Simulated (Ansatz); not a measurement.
One geometry of the cluster VO₂⁻, several levels of theory.

```yaml
crystal:
  periodic: [false, false, false]
  atoms:
    - {symbol: V, position_ang: [-1.078600, -0.266651, -0.059891]}
    - {symbol: O, position_ang: [0.503970, 0.114905, 0.748686]}
    - {symbol: O, position_ang: [0.574631, 0.151746, -0.688795]}
basis:
  gaussian: {orbitals: def2-TZVPD, initial_orbitals: start.molden}
total_charge: -1
hamiltonian: {xc: pbe, dispersion: d4}
scf: {omitted_lower_state_checks: [starts]}
output: {orbitals: {seedname: orbitals}}
```

The file start.molden holds the orbitals of an earlier run on this structure, at another level or in another basis.

```sh
$ ansatz run in.yaml --threads 2 --pin off --events-out ev --progress --plain --max-ram 4352MiB
```

Output, abridged:

```
Functional definition: PBE
  name "PBE"
  cite "Perdew, Burke & Ernzerhof, Phys. Rev. Lett. 77, 3865 (1996) doi:10.1103/PhysRevLett.77.3865"
  parent pbe
  parameter kappa = 0.804
  parameter beta = 0.06672455060314922
  exchange = pbe_x(kappa = kappa, mu = beta*pi^2/3)
  correlation = pbe_c(beta = beta)
these checks for a lower state are left out or cut short: starts
821 factors; their error is unknown
mean field evaluation 1: about -29770.1084 eV, gradient 1.0e1 eV
mean field evaluation 2: about -29770.3446 eV, gradient 6.8e-1 eV
mean field evaluation 4: about -29770.3397 eV, gradient 2.4e-1 eV
mean field evaluation 8: about -29770.3397 eV, gradient 1.3e-5 eV
mean field -29770.33973423 eV, -1094.0398061719 hartree, gradient 1.3e-5 eV, S^2 0.000000; 0 other end points of the search recorded, 0 dependent functions left out
reference -29770.33977979 eV, -1094.0398078464 hartree; 20, 20 occupied and 108, 108 virtual orbitals, 821 factors
Total energy: -29770.39293052 eV, -1094.0417610994 hartree
Checks for a lower state left out: starts
```

Hardware: 2 threads of Arm Neoverse V2 on a shared host. Wall time 1.4 s.

The first input with `hamiltonian: {xc: pbe0, dispersion: d4}` (abridged; 3.5 s):

```
Functional definition: PBE0
mean field evaluation 16: about -29769.6044 eV, gradient 1.8e-5 eV
mean field -29769.60438700 eV, -1094.0127826597 hartree, gradient 1.8e-5 eV, S^2 0.000000
Total energy: -29769.64808456 eV, -1094.0143885152 hartree
Checks for a lower state left out: starts
```

Geometry: PBE-D4/def2-TZVPD.

The structure holds one bond between oxygen atoms, so isomers without such links may lie far lower. At PBE-D4/def2-TZVPD, PBE0-D4/def2-TZVPD the highest occupied level of the relaxed charge -1 singlet lies above zero (up to 1.87 eV). Energy differences put its binding near zero (0.10 eV; each at its own geometry, against the charge 0 doublet, at PBE-D4/def2-TZVPD), which leaves it undecided. At PBE-D4/def2-TZVPD an occupied level lies above an empty one. The structure comes from a short search, and lower isomers may exist.
